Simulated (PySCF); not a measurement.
Ligand exchange on a metal centre used in film growth or etching (Zn F-H). Gas-phase values, no solvent.

The charge on the central atom (Mulliken) from two functionals at the same geometries (BP86-D3(BJ)/def2-SVP), both in PySCF: PBE-D3(BJ)/def2-TZVP and TPSSh-D3(BJ)/def2-TZVP. 

```csv
species,PBE-D3(BJ)/def2-TZVP (e)
0 of 2 F replaced by H ([Zn(F)2]),0.83
1 of 2 F replaced by H ([Zn(F)(H)]),0.40
2 of 2 F replaced by H ([Zn(H)2]),0.06
```

Question: What does TPSSh-D3(BJ)/def2-TZVP give for each?

Answer: 
- 0 of 2 F replaced by H ([Zn(F)2]): 0.93
- 1 of 2 F replaced by H ([Zn(F)(H)]): 0.48
- 2 of 2 F replaced by H ([Zn(H)2]): 0.11
Over these rows, drawn at random from the members with no instability flagged (it was tested for open shells, ions and some series alone), PBE minus TPSSh-D3(BJ): mean -0.07 e, from -0.09 e to -0.05 e.
